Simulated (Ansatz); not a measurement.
Frontier orbitals of C$_{3}$H$_{7}$FGe, SMILES `C[CH](C)[Ge][F]`.

```xyz
12

C    -0.031    0.031   -1.333
C    -0.435    0.421    0.084
C     0.744    0.354    1.050
Ge   -1.902   -0.780    0.728
F    -0.952   -2.269    0.613
H     0.345   -0.995   -1.363
H     0.764    0.685   -1.708
H    -0.863    0.101   -2.042
H    -0.844    1.440    0.079
H     1.554    1.016    0.724
H     0.473    0.657    2.066
H     1.148   -0.661    1.101
```

The species carries charge 0 and has multiplicity 1. Correlated methods include outer-core shells of Ge, which these sets cover unevenly. Scalar relativity is left out up to krypton. All single points use the PBE0-D4/def2-TZVP geometry. It is one conformer, not always the lowest. Basis def2-TZVPP, the Gaussian-basis code of Ansatz.

| functional | HOMO (eV) | LUMO (eV) | gap (eV) |
| --- | --- | --- | --- |
| PBE | -5.33 | -3.17 | 2.16 |
| revPBE | -5.27 | -3.05 | 2.22 |
| B97M-V | -5.60 | -3.08 | 2.52 |
| PBE0 | -6.42 | -2.36 | 4.06 |
| B3LYP | -6.26 | -2.62 | 3.64 |
| BHLYP | -7.43 | -1.52 | 5.91 |
| ωB97X-V | -8.64 | -0.27 | 8.37 |
| ωB97M-V | -8.53 | -0.40 | 8.13 |
| HF | -8.88 | 0.77 | 9.65 |

From PBE to PBE0 the HOMO moves by −1.10 eV and the LUMO by +0.81 eV, and with ωB97M-V by −3.20 and +2.76 eV, so the gap grows from 2.16 to 8.12 eV with exact exchange.

B3LYP here is the variant with VWN-RPA as its local correlation; programs differ in this.
